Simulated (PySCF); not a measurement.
Stretching BaSi

Set-up: Ba x2c-TZVPPall, Si x2c-TZVPPall; spin-free X2C with a Gaussian nucleus (PySCF 2.14). Energies in eV from Ba + Si in their ground configurations at the same level. All curves are PBE0. state 1: Ms = 1 determinant of mixed spin (⟨S²⟩ near 2.7), unpaired electrons π ↑↑; state 2: Ms = 0 determinant of mixed spin (⟨S²⟩ near 1.5), unpaired electrons π ↑↓, a mixture of terms (⟨Lz²⟩ = 2.0), a second solution, started from another occupation; state 3: ³Π (triplet), unpaired electrons σ ↑, π ↑, a second solution, started from another occupation; state 4: Ms = 1 determinant of mixed spin (⟨S²⟩ near 3.0), unpaired electrons σ ↑↑, π ↑↓, a mixture of terms (⟨Lz²⟩ = 2.0), a second solution, started from another occupation.

```csv
R (Å),state 1,state 2,state 3,state 4
2.607,-1.454,-1.171,-1.581,-0.964
2.728,-1.769,-1.474,-1.647,-1.239
2.849,-1.943,-1.635,-1.600,-1.387
2.940,-2.005,-1.686,-1.512,-1.435
3.031,-2.022,-1.693,-1.391,-1.442
3.122,-2.005,-1.667,-1.250,-1.419
3.243,-1.943,-1.595,-1.079,-1.352
3.395,-1.824,-1.466,-0.895,-1.229
3.577,-1.646,-1.282,-0.687,-1.051
3.819,-1.388,-1.021,-0.425,-0.792
```

Put a parabola through the three lowest points of the state 1 curve and estimate Re, k and ωe (reduced mass 23.26 u; 1 eV/Å² = 0.16022 mdyn/Å; ωe = 1302.8·√(k/μ) cm⁻¹).

Through R = 2.94, 3.031, 3.122 Å the second-order coefficient is 2.05 eV/Å², so Re ≈ 3.031 Å, k ≈ 0.658 mdyn/Å and ωe ≈ 219 cm⁻¹. A polynomial fit of higher order to the unrounded PBE0 energies gives Re = 3.027 Å, k = 0.668 mdyn/Å, ωe = 221 cm⁻¹; anharmonicity and rounding make the difference.

The higher-order fit for each curve: state 1: Re = 3.027 Å, ωe = 221 cm⁻¹, De = 2.02 eV; state 2: Re = 3.002 Å, ωe = 226 cm⁻¹, minimum 1.70 eV below the ground-state fragments; state 4: Re = 3.005 Å, ωe = 218 cm⁻¹, minimum 1.44 eV below the ground-state fragments. State 3 gave no clean fit.

⟨S²⟩ of the unrestricted solution departs from its pure value on part of the curve, where spin states mix. Spin–orbit coupling is left out, which matters for elements this heavy, above all for dissociation energies. The state was picked by a PBE0 search and need not be the measured ground state.
